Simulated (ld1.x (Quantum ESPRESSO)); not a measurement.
# Before and after: PAW potential for Ne (Z = 10)

| Property | Result |
| --- | --- |
| Element | Ne |
| Generator | ld1.x (Quantum ESPRESSO) 7.5 |
| Type | PAW |
| Functional | PBE |
| Relativity | non-relativistic |
| Frozen core | [He] |
| Valence charge | 8 |
| Reference configuration | 2s2 2p6 |
| Partial waves | 2s (bound): rcut 0.40, rcutus 0.50 bohr; 2s channel at -1.85 Ry: rcut 0.40, rcutus 0.50 bohr; 2p (bound): rcut 0.90, rcutus 1.10 bohr; 2p channel at -0.55 Ry: rcut 0.90, rcutus 1.10 bohr |
| Local potential | all-electron potential smoothed inside 1.00 bohr (lloc = -1) |
| Core correction | Bessel-smoothed model core, default radius (core density twice the valence density) |
| Augmentation charge | PSQ, inside the norm-conserving radii |

All-electron outer shells of the reference configuration (PBE, non-relativistic, ld1.x):

| shell | level (eV) | outermost node (bohr) | outermost maximum (bohr) |
| --- | --- | --- | --- |
| 2s | -36.28 | 0.22 | 0.69 |
| 2p | -13.35 | – | 0.62 |

Change: wave 2p channel at -0.55 Ry: rcut 0.90, rcutus 1.10 bohr becomes 2p channel at -0.7 Ry: rcut 0.90, rcutus 1.10 bohr.

Cutoffs: the cutoffs (Ry, on a coarse ladder) from which the occupation-weighted sum of valence levels, in a spherical-Bessel basis at the reference potential, stays within 10 and 1 mRy of its value at 400 Ry; they do not see the model core or the augmentation charge, which bear on the density cutoff. Errors are all-electron minus pseudo energies relative to the spin-unpolarised reference configuration.

Q: What does the change do?

A: The potential gets neither clearly harder nor softer (160 Ry and 300 Ry → 160 Ry and 300 Ry); of the 6 tests that both files solve, the error grows in 5 and shrinks in 0 by more than 15 % and 0.3 meV (median size 16.5 → 20.6 meV); neither file shows a bound ghost.

```csv
quantity,base,changed
"cutoff, loose",160 Ry,160 Ry
"cutoff, tight",300 Ry,300 Ry
bound ghosts,none,none
"error for 2s2 2p5, meV [ΔE 22.49 eV]",-3.2,-4.2
"error for 2s2 2p4, meV [ΔE 65.77 eV]",-30,-37
"error for 2s2 2p3, meV [ΔE 133.21 eV]",-106,-129
"error for 2s2 2p2, meV [ΔE 227.83 eV]",-224,-270
"error for 2s2 2p5.5, meV [ΔE 8.88 eV]",-0.3,-0.5
"error for 2s1 2p6, meV [ΔE 45.75 eV]",-2.4,-3.0
s: phases at 1.20 bohr within 0.05 rad from the reference energy up to (Ry; the scan ends near 5),to the end of the scan,to the end of the scan
p: phases at 1.20 bohr within 0.05 rad from the reference energy up to (Ry; the scan ends near 5),to the end of the scan,to the end of the scan
lowest overlap eigenvalue by channel,"s 0.69, p 0.91","s 0.69, p 0.91"
```
